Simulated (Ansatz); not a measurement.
`FB(Cl)Br` and `C[Se]B(F)Cl` differ in one atom or group.

Ansatz, PBE0-D4/def2-TZVP geometries, multiplicity 1. Each molecule was computed in one conformer, which needn't be the lowest.

Scalar relativity is left out up to krypton.

| property | `FB(Cl)Br` |
| --- | --- |
| HOMO energy (PBE/def2-TZVPP) / eV | -7.51 |
| HOMO–LUMO gap (PBE/def2-TZVPP) / eV | 5.36 |
| LUMO energy (B3LYP/def2-TZVPP) / eV | -1.38 |
| size of the dipole moment (PBE/def2-TZVPP) / D | 0.27 |
| HOMO–LUMO gap (PBE0/def2-TZVPP) / eV | 7.68 |
| zero-point energy (PBE0-D4/def2-TZVP) / kJ/mol | 22.9 |

Q: What does the change do to each property? (An estimate is asked.)

A: The calculation gave: 
```tsv
property	`C[Se]B(F)Cl`	shift
HOMO energy (PBE/def2-TZVPP) / eV	-6.19	1.32
HOMO–LUMO gap (PBE/def2-TZVPP) / eV	4.66	-0.70
LUMO energy (B3LYP/def2-TZVPP) / eV	-0.81	0.57
size of the dipole moment (PBE/def2-TZVPP) / D	2.08	1.81
HOMO–LUMO gap (PBE0/def2-TZVPP) / eV	6.70	-0.98
zero-point energy (PBE0-D4/def2-TZVP) / kJ/mol	121.6	98.7
```

With PBE0 the HOMO rises by 1.55 eV and the LUMO rises by 0.57 eV, so the gap narrows by about 0.98 eV. PBE moves the HOMO by 1.32 eV and ωB97M-V by 1.65 eV. The zero-point energy changes by 98.7 kJ/mol with +12 modes. Dipoles are sizes alone; their direction can turn.

B3LYP here is the variant with VWN-RPA as its local correlation; programs differ in this.

Spin–orbit coupling is left out; it splits and shifts lone-pair levels of the heavy atoms by tenths of an eV.
